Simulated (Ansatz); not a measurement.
BH3Se3 (`[SeH]B([SeH])[SeH]`), charge 0, multiplicity 1.

Question: Give a relaxed structure at PBE0-D4/def2-TZVP (the Gaussian-basis code of Ansatz). (Best estimate.)

Answer: The calculation gave: 
```xyz
7

Se   -1.287    0.797   -1.311
B    -0.065    0.341    0.121
Se    0.244    1.746    1.427
Se    0.845   -1.349    0.348
H    -1.209   -0.493   -2.004
H     1.178    0.974    2.258
H     0.294   -2.015   -0.839
```
Point group Cs.
